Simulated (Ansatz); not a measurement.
C₂H₈FNOSn, SMILES `C[N](C)[SnH]([OH])[F]`, relaxed with RKS PBE0-D4/def2-TZVP in Ansatz from a GFN2-xTB geometry. The force threshold is 0.005 eV/Å; the program also tests the step.

Charge 0, multiplicity 1. Sn: def2 effective core potential.

Start:

```xyz
14

C    -1.077    1.231   -0.198
N    -0.144    0.284    0.373
C    -0.740   -0.423    1.486
Sn    0.922   -0.886   -0.995
O     2.172    0.321   -1.867
F     2.103   -1.811    0.278
H    -1.276    1.996    0.555
H    -0.632    1.713   -1.066
H    -2.033    0.779   -0.484
H    -0.933    0.305    2.275
H    -1.687   -0.910    1.231
H    -0.041   -1.163    1.866
H     0.520   -2.095   -2.177
H     2.846    0.658   -1.276
```

| step | energy (eV) | largest force (eV/Å) | largest move (Å) |
| --- | --- | --- | --- |
| 1 | -14285.4240 | 1.099 | 0.000 |
| 2 | -14285.6011 | 0.366 | 0.195 |
| 3 | -14285.6099 | 1.051 | 0.196 |
| 4 | -14285.6255 | 0.352 | 0.086 |
| 5 | -14285.6282 | 0.141 | 0.033 |
| 6 | -14285.6290 | 0.038 | 0.029 |
| 7 | -14285.6295 | 0.088 | 0.049 |
| 8 | -14285.6297 | 0.031 | 0.009 |
| 9 | -14285.6298 | 0.009 | 0.010 |
| 10 | -14285.6298 | 0.013 | 0.011 |
| 11 | -14285.6298 | 0.004 | 0.004 |

End:

```xyz
14

C    -0.995    1.198   -0.260
N    -0.165    0.155    0.297
C    -0.721   -0.456    1.482
Sn    0.994   -0.924   -0.921
O     2.167    0.332   -1.836
F     2.019   -1.946    0.343
H    -1.131    2.000    0.476
H    -0.522    1.643   -1.140
H    -1.999    0.849   -0.551
H    -0.842    0.301    2.268
H    -1.710   -0.912    1.312
H    -0.049   -1.225    1.868
H     0.429   -2.013   -2.094
H     2.525    0.998   -1.243
```

Run time 21 s (2 threads of an AMD EPYC 7R13 on a shared host and a share of an NVIDIA H100 80 GB); peak host memory 0.95 GiB.
